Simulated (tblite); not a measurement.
Species: C5H10O2Si2.
Z-matrix (Å and degrees, GFN2-xTB geometry), rows numbered from 1:
```
C 
C   1  1.3227
O   2  1.3621  1  121.70
C   3  1.3584  2  122.23  1   160.24
Si  4  1.9038  3  107.25  2   155.13
C   4  1.3501  3  125.33  2   -24.61
Si  6  1.8942  4  126.85  3   167.70
C   6  1.4418  4  125.81  3   -12.23
O   8  1.2155  6  121.42  4   169.27
H   1  1.0753  2  121.30  3    -5.12
H   1  1.0730  2  120.72  3   175.01
H   2  1.0866  1  122.99  3  -175.59
H   5  1.4617  4  105.60  3    14.03
H   5  1.4638  4  108.28  3  -104.30
H   5  1.4607  4  109.43  3   134.15
H   7  1.4688  6  107.44  4     2.27
H   7  1.4594  6  108.77  4   122.09
H   7  1.4600  6  108.61  4  -115.40
H   8  1.1078  6  118.25  4   -17.05
```

Computed values, GFN2-xTB/tblite, gas phase, harmonic and unscaled. Errors from tens to a few hundred cm⁻¹ against measured bands are possible. Modes of hydrogen on silicon can be 10 to 20 % off. One conformer, not necessarily the lowest.

Harmonic wavenumbers (cm⁻¹): 56.7, 78.6, 93.1, 103.8, 121.3, 134.9, 158.2, 189.5, 227.4, 283.8, 348.9, 370.5, 397.6, 432.0, 502.2, 537.4, 567.9, 574.0, 600.3, 640.6, 679.3, 754.7, 763.1, 766.8, 776.7, 791.4, 810.2, 838.9, 900.5, 918.7, 949.6, 1008.8, 1095.1, 1148.9, 1207.8, 1285.5, 1366.7, 1371.5, 1574.1, 1674.9, 1684.9, 2211.8, 2261.0, 2288.5, 2288.9, 2292.7, 2297.8, 2752.6, 3002.7, 3129.7, 3170.7.

A = 1259, B = 957.1, C = 560.9 MHz; mass 158.022 u (most abundant isotopes); point group C1, symmetry number 1.

Q: What is the zero-point energy?

A: Half the sum of the wavenumbers: 27242 cm⁻¹ = 77.89 kcal/mol.

Q: Give the ideal-gas entropy at 273.15 K and 1 bar in the rigid-rotor, harmonic-oscillator model (classical rotation).

A: Translation 40.67, rotation 30.28, vibration 35.98: S = 106.9 cal/(mol K).

Q: And Cp and H(273.15 K) − H(0)?

A: Cp = 45.26 cal/(mol K), of which vibrations give 37.31 (their classical limit is 51 R = 101.3); H(273.15 K) − H(0) = 7.45 kcal/mol without the zero-point energy, 5.28 from vibrations.

Q: Blend soft modes into free rotors: weight 1/[1 + (100 cm⁻¹/ν̃)⁴] for the oscillator and the rest for a rotor with moment μB/(μ + B), μ = h/(8π²ν), B = 10⁻⁴⁴ kg m². What vibrational entropy results?

A: 33.77 cal/(mol K) in place of 35.98, which changes −T·S at 273.15 K by +0.60 kcal/mol.

Q: How do the functions run with temperature in this model?

A: 
```
 T (K)  S (cal/(mol K))  Cp (cal/(mol K))  H − H(0) (kcal/mol)  G − H(0) (kcal/mol)  ln q(vib)
   150             84.9              29.7                 2.82                -9.91       3.94
   250            103.0              42.5                 6.43               -19.33       7.55
298.15            111.0              48.1                 8.62               -24.48       9.27
   400            126.6              58.2                14.05               -36.60      12.81
   600            153.1              72.2                27.18               -64.65      19.37
   900            185.0              85.2                50.96              -115.55      28.13
```

q(vib) and H(0) count from the zero-point level.

Q: What must be added to the electronic energy to get the Gibbs energy at 273.15 K and 1 bar?

A: ZPE + [H(273.15 K) − H(0)] − T·S = 77.89 + 7.45 − 29.21 = 56.13 kcal/mol.

Q: Which modes carry the vibrational entropy at 273.15 K?

A: 56.7 cm⁻¹: 4.40; 78.6 cm⁻¹: 3.75; 93.1 cm⁻¹: 3.42; 103.8 cm⁻¹: 3.21; 121.3 cm⁻¹: 2.91; 134.9 cm⁻¹: 2.71 cal/(mol K); the other 45 give 15.57 together.

Hindered rotation and anharmonicity are outside this model. Other conformers, if any are populated, would add a mixing term that is left out. The structure is chiral; the term R ln 2 for an equal mix with its mirror image is left out.

On an Arm Neoverse V1 with one thread, shared host with 64 logical CPUs at a one-minute load of 30, this took 0.92 s. The figure is for the frequency step alone.
